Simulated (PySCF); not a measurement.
H7NSi2, charge +1, multiplicity 2. Atoms are numbered in the order given.

```xyz
10

Si     1.6589     0.0015     0.1590
N      0.0000     0.0000    -0.6566
Si    -1.6589    -0.0015     0.1590
H      2.4974     0.8739    -0.6901
H      1.3852     0.4859     1.5273
H      2.0048    -1.4418     0.0798
H      0.0000     0.0000    -1.6884
H     -2.4974    -0.8739    -0.6901
H     -2.0048     1.4418     0.0798
H     -1.3852    -0.4859     1.5273
```
Charge +1, spin multiplicity 2.

The structure is a stationary point at ωB97X-D3(BJ)/def2-SVP. The multiplicity is an assumed one; other spin states were not compared.

Computed with r2SCAN/def2-TZVPD run with PySCF.

The total energy is -637.59953 hartree and the point group is C2. The α spin, highest occupied and lowest empty level is -13.54 and -6.12 eV and the β spin, highest occupied and lowest empty level is -13.94 and -11.16 eV. The dipole moment about the centre of nuclear charge is 1.06 D, the mean static polarisability comes out as 64.0 bohr³ (9.48 Å³) and the polarisability, principal values comes out as 51.2, 53.7, 87.0 bohr³. The ⟨S²⟩ is 0.758 (pure state 0.75).
